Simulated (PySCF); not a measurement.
BeCl2, SMILES [Cl][Be][Cl]. Atoms are numbered in the order given.

```xyz
3

Be     0.0000     0.0000     0.0000
Cl     0.0000     0.0000    -1.8041
Cl     0.0000     0.0000     1.8041
```

Geometry: B3LYP-D3(BJ)/def2-TZVP. The isomer is the one that the SMILES or the coordinates give; other isomers of the formula were not compared.

Method: B3LYP-D3(BJ)/def2-TZVP run with PySCF 2.14.0.

Frequencies are harmonic and unscaled.

Modes within 1.5 cm⁻¹ of each other (mostly degenerate sets) share a row, with their intensities summed.

```csv
mode,ν (cm⁻¹),IR (km/mol),Raman (Å⁴/amu),depolarisation,moving atoms (share of kinetic energy)
1–2,239,84.3,0.0,–,"Be 89 %, Cl 11 %"
3,392,0.0,5.7,0.12,Cl 100 %
4,1125,448.6,0.0,–,"Be 89 %, Cl 11 %"
```
